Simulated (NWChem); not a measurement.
The numbers come from NWChem runs, not from measurements. System: PGME (C$_{4}$H$_{10}$O$_{2}$), charge 0, spin multiplicity 1, at a geometry optimised with PBE/def2-SVP. Level: RHF/def2-SVP.

The NWChem input:

```
start mol
memory heap 200 mb stack 900 mb global 1100 mb
geometry units angstroms nocenter noautoz noautosym
  C      2.542334     0.543867    -0.185002
  O      1.366169    -0.136143     0.184632
  C      0.239763     0.190300    -0.611760
  C     -0.968272    -0.496918     0.026651
  C     -2.275388    -0.139627    -0.665749
  O     -1.058923    -0.115066     1.389236
  H      2.425968     1.653383    -0.118378
  H      3.346936     0.229560     0.508363
  H      2.857804     0.297074    -1.227872
  H      0.076820     1.297974    -0.622027
  H      0.382525    -0.144344    -1.669823
  H     -0.798827    -1.602282    -0.061388
  H     -2.451167     0.954688    -0.621246
  H     -2.270982    -0.460717    -1.726648
  H     -3.120437    -0.639498    -0.153535
  H     -0.137231    -0.161892     1.716779
end
basis spherical
  * library def2-svp
end
scf
  rhf
  nopen 0
  maxiter 100
  thresh 1e-7
  semidirect memsize 60000000 filesize 0
end
task scf energy
```

NWChem printed:

```
             Northwest Computational Chemistry Package (NWChem) 7.3.0
             --------------------------------------------------------

                                NWChem Input Module
                                -------------------

 Scaling coordinates for geometry "geometry" by  1.889725989
 (inverse scale =  0.529177249)

                             Geometry "geometry" -> ""
                             -------------------------

 Output coordinates in angstroms (scale by  1.889725989 to convert to a.u.)

  No.       Tag          Charge          X              Y              Z
 ---- ---------------- ---------- -------------- -------------- --------------
    1 C                    6.0000     2.54233400     0.54386700    -0.18500200
    2 O                    8.0000     1.36616900    -0.13614300     0.18463200
    3 C                    6.0000     0.23976300     0.19030000    -0.61176000
    4 C                    6.0000    -0.96827200    -0.49691800     0.02665100
    5 C                    6.0000    -2.27538800    -0.13962700    -0.66574900
    6 O                    8.0000    -1.05892300    -0.11506600     1.38923600
    7 H                    1.0000     2.42596800     1.65338300    -0.11837800
    8 H                    1.0000     3.34693600     0.22956000     0.50836300
    9 H                    1.0000     2.85780400     0.29707400    -1.22787200
   10 H                    1.0000     0.07682000     1.29797400    -0.62202700
   11 H                    1.0000     0.38252500    -0.14434400    -1.66982300
   12 H                    1.0000    -0.79882700    -1.60228200    -0.06138800
   13 H                    1.0000    -2.45116700     0.95468800    -0.62124600
   14 H                    1.0000    -2.27098200    -0.46071700    -1.72664800
   15 H                    1.0000    -3.12043700    -0.63949800    -0.15353500
   16 H                    1.0000    -0.13723100    -0.16189200     1.71677900

 Effective nuclear repulsion energy (a.u.)     260.6333097692

            Nuclear Dipole moment (a.u.)
            ----------------------------
        X                 Y               Z
 ---------------- ---------------- ----------------
    -0.0000018897     0.0000113384     0.0000170075


 Summary of "ao basis" -> "" (spherical)
 ------------------------------------------------------------------------------
       Tag                 Description            Shells   Functions and Types
 ---------------- ------------------------------  ------  ---------------------
 *                          def2-svp                  on all atoms

 Summary of "ao basis" -> "ao basis" (spherical)
 ------------------------------------------------------------------------------
       Tag                 Description            Shells   Functions and Types
 ---------------- ------------------------------  ------  ---------------------
 C                          def2-svp                 6       14   3s2p1d
 O                          def2-svp                 6       14   3s2p1d
 H                          def2-svp                 3        5   2s1p

                                 NWChem SCF Module
                                 -----------------

  ao basis        = "ao basis"
  functions       =   134
  atoms           =    16
  closed shells   =    25
  open shells     =     0
  charge          =   0.00
  wavefunction    = RHF
  use symmetry    = F
  symmetry adapt  = F

 Summary of "ao basis" -> "ao basis" (spherical)
 ------------------------------------------------------------------------------
       Tag                 Description            Shells   Functions and Types
 ---------------- ------------------------------  ------  ---------------------
 C                          def2-svp                 6       14   3s2p1d
 O                          def2-svp                 6       14   3s2p1d
 H                          def2-svp                 3        5   2s1p

 Forming initial guess at       0.0s

      Superposition of Atomic Density Guess
      -------------------------------------

 Sum of atomic energies:        -304.87433993

      Non-variational initial energy
      ------------------------------

 Total energy =    -308.355111
 1-e energy   =    -930.234443
 2-e energy   =     361.246022
 HOMO         =      -0.337733
 LUMO         =       0.098678

 Starting SCF solution at       1.8s

 ----------------------------------------------
         Quadratically convergent ROHF

 Convergence threshold     :          1.000E-07
 Maximum no. of iterations :          100
 Final Fock-matrix accuracy:          1.000E-09
 ----------------------------------------------

              iter       energy          gnorm     gmax       time
             ----- ------------------- --------- --------- --------
                 1     -306.6748634536  1.17D+00  1.39D-01      2.0
                 2     -306.7518159920  5.34D-01  9.33D-02      2.2
                 3     -306.7672111007  2.13D-02  3.30D-03      2.8
                 4     -306.7672531040  1.57D-04  2.39D-05      3.8
                 5     -306.7672531066  9.40D-09  9.53D-10      5.6

       Final RHF  results
       ------------------

         Total SCF energy =   -306.767253106635
      One-electron energy =   -935.234647669093
      Two-electron energy =    367.834084793304
 Nuclear repulsion energy =    260.633309769154

        Time for solution =      3.8s

             Final eigenvalues
             -----------------

              1
    1  -20.5642
    2  -20.5353
    3  -11.2941
    4  -11.2873
    5  -11.2790
    6  -11.2257
    7   -1.3764
    8   -1.3249
    9   -1.0286
   10   -0.9529
   11   -0.8713
   12   -0.7884
   13   -0.6956
   14   -0.6820
   15   -0.6640
   16   -0.6354
   17   -0.5868
   18   -0.5637
   19   -0.5433
   20   -0.5322
   21   -0.5159
   22   -0.4967
   23   -0.4766
   24   -0.4363
   25   -0.4267
   26    0.1719
   27    0.1900
   28    0.2195
   29    0.2326
   30    0.2365
   31    0.2566
   32    0.2636
   33    0.2682
   34    0.2828
   35    0.3104

                       ROHF Final Molecular Orbital Analysis
                       -------------------------------------

 Vector   23  Occ=2.000000D+00  E=-4.766443D-01
              MO Center= -9.6D-01, -2.0D-01,  1.9D-01, r^2= 3.1D+00
   Bfn.  Coefficient  Atom+Function         Bfn.  Coefficient  Atom+Function
  ----- ------------  ---------------      ----- ------------  ---------------
    46      0.330600   4 C  px               60     -0.271207   5 C  px
    74     -0.265366   6 O  px               77     -0.193137   6 O  px
    32     -0.191124   3 C  px               63     -0.153575   5 C  px
   130     -0.151785  16 H  s

 Vector   24  Occ=2.000000D+00  E=-4.363127D-01
              MO Center=  1.3D+00,  1.9D-01, -2.3D-01, r^2= 2.2D+00
   Bfn.  Coefficient  Atom+Function         Bfn.  Coefficient  Atom+Function
  ----- ------------  ---------------      ----- ------------  ---------------
    19      0.378719   2 O  py               20      0.317774   2 O  pz
    22      0.317175   2 O  py               23      0.266378   2 O  pz
   105      0.200586  11 H  s                95      0.186442   9 H  s
    85     -0.181124   7 H  s               100     -0.176181  10 H  s

 Vector   25  Occ=2.000000D+00  E=-4.267487D-01
              MO Center= -8.4D-01, -3.2D-01,  5.3D-01, r^2= 2.4D+00
   Bfn.  Coefficient  Atom+Function         Bfn.  Coefficient  Atom+Function
  ----- ------------  ---------------      ----- ------------  ---------------
    75      0.435275   6 O  py               78      0.358704   6 O  py
   110      0.274699  12 H  s                47     -0.250713   4 C  py
   111      0.162555  12 H  s

 Vector   26  Occ=0.000000D+00  E= 1.719456D-01
              MO Center=  1.0D+00,  5.3D-01, -9.3D-01, r^2= 8.2D+00
   Bfn.  Coefficient  Atom+Function         Bfn.  Coefficient  Atom+Function
  ----- ------------  ---------------      ----- ------------  ---------------
     3      1.679057   1 C  s                31      1.352904   3 C  s
    59      1.008248   5 C  s               106     -0.951012  11 H  s
    96     -0.887473   9 H  s                86     -0.857423   7 H  s
   101     -0.768991  10 H  s                91     -0.664247   8 H  s
   121     -0.569228  14 H  s                37     -0.422466   3 C  pz

 Vector   27  Occ=0.000000D+00  E= 1.899919D-01
              MO Center= -2.3D-01, -4.2D-02, -7.9D-01, r^2= 1.2D+01
   Bfn.  Coefficient  Atom+Function         Bfn.  Coefficient  Atom+Function
  ----- ------------  ---------------      ----- ------------  ---------------
    59     -1.894162   5 C  s                 3      1.748318   1 C  s
   121      1.036318  14 H  s                86     -0.839675   7 H  s
   126      0.822732  15 H  s                96     -0.794242   9 H  s
    91     -0.758408   8 H  s               111      0.707860  12 H  s
   116      0.697126  13 H  s                45     -0.668146   4 C  s

 Vector   28  Occ=0.000000D+00  E= 2.195168D-01
              MO Center= -5.8D-01,  2.3D-01, -3.1D-01, r^2= 7.6D+00
   Bfn.  Coefficient  Atom+Function         Bfn.  Coefficient  Atom+Function
  ----- ------------  ---------------      ----- ------------  ---------------
    45      1.366337   4 C  s               111     -1.306951  12 H  s
   101      1.130878  10 H  s               116      1.129565  13 H  s
    59     -1.096025   5 C  s                31     -0.823622   3 C  s
    36     -0.460196   3 C  py               91     -0.461185   8 H  s
    64     -0.445124   5 C  py               50     -0.439791   4 C  py

 center of mass
 --------------
 x =  -0.00651543 y =  -0.02961508 z =   0.08259565

 moments of inertia (a.u.)
 ------------------
         247.472302953699        -119.387732370543          21.566887049612
        -119.387732370543        1069.924705633844          19.430679772530
          21.566887049612          19.430679772530         939.881503970668

  Mulliken analysis of the total density
  --------------------------------------

    Atom       Charge   Shell Charges
 -----------   ------   -------------------------------------------------------
    1 C    6     5.78   1.99  0.86  0.19  1.95  0.74  0.06
    2 O    8     8.61   1.99  1.05  0.78  2.85  1.92  0.02
    3 C    6     5.73   1.99  0.89  0.13  1.96  0.69  0.07
    4 C    6     5.86   1.99  0.89  0.23  1.98  0.70  0.08
    5 C    6     6.04   1.99  0.86  0.22  2.04  0.90  0.04
    6 O    8     8.46   1.99  1.05  0.72  2.84  1.85  0.01
    7 H    1     0.98   0.76  0.19  0.02
    8 H    1     0.95   0.76  0.17  0.02
    9 H    1     0.98   0.76  0.20  0.02
   10 H    1     0.98   0.76  0.20  0.02
   11 H    1     0.98   0.76  0.19  0.02
   12 H    1     0.97   0.77  0.19  0.02
   13 H    1     0.96   0.75  0.19  0.02
   14 H    1     0.97   0.75  0.19  0.02
   15 H    1     0.94   0.74  0.17  0.02
   16 H    1     0.79   0.66  0.06  0.07

       Multipole analysis of the density wrt the origin
       ------------------------------------------------

     L   x y z        total         open         nuclear
     -   - - -        -----         ----         -------
     0   0 0 0      0.000000      0.000000     50.000000

     1   1 0 0      0.695465      0.000000     -0.000002
     1   0 1 0      0.240351      0.000000      0.000011
     1   0 0 1     -0.816252      0.000000      0.000017

     2   2 0 0    -27.263401      0.000000    523.816062
     2   1 1 0      1.661021      0.000000     73.301724
     2   1 0 1      2.068556      0.000000     -5.583387
     2   0 2 0    -28.431475      0.000000     44.820906
     2   0 1 1     -0.026873      0.000000    -11.402318
     2   0 0 2    -29.260823      0.000000    114.717753

 Task  times  cpu:        5.6s     wall:        5.6s

 Total times  cpu:        5.6s     wall:        5.6s
```
